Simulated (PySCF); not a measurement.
Bonds to the group Y in Y-Sn(OCH3)3. All species are isolated molecules in the gas phase. Each species was relaxed from one start; no search for lower structures was made at this level. In the def2 sets, heavy atoms carry core potentials. Strings in code marks are SMILES.

Calculation: PySCF 2.14.0 with PBE-D3(BJ)/def2-SVP // PBE0-D3(BJ)/def2-SVP. All candidates: neutral, multiplicity 1. Excitations are Tamm–Dancoff values on a coarser integration grid. The basis has no diffuse functions, so Rydberg states are missing or too high.

```
Quantity                Value
-------------------  --------
LUMO                 -1.78 eV
HOMO                 -5.78 eV
S1 excitation (TDA)   4.02 eV
```

Q: Which member has these values?
A) `C=CC[CH2][Sn]([O]C)([O]C)[O]C`
B) `C[O][Sn]([O]C)([O]C)[C](F)(F)F`
C) `C=[CH][Sn]([O]C)([O]C)[O]C`
D) `C[O][Sn]([CH3])([O]C)[O]C`

A: C, `C=[CH][Sn]([O]C)([O]C)[O]C`. The others give `C=CC[CH2][Sn]([O]C)([O]C)[O]C`: -1.49 eV, -5.73 eV, 4.37 eV; `C[O][Sn]([O]C)([O]C)[C](F)(F)F`: -2.22 eV, -6.20 eV, 4.10 eV; `C[O][Sn]([CH3])([O]C)[O]C`: -1.50 eV, -5.75 eV, 4.39 eV
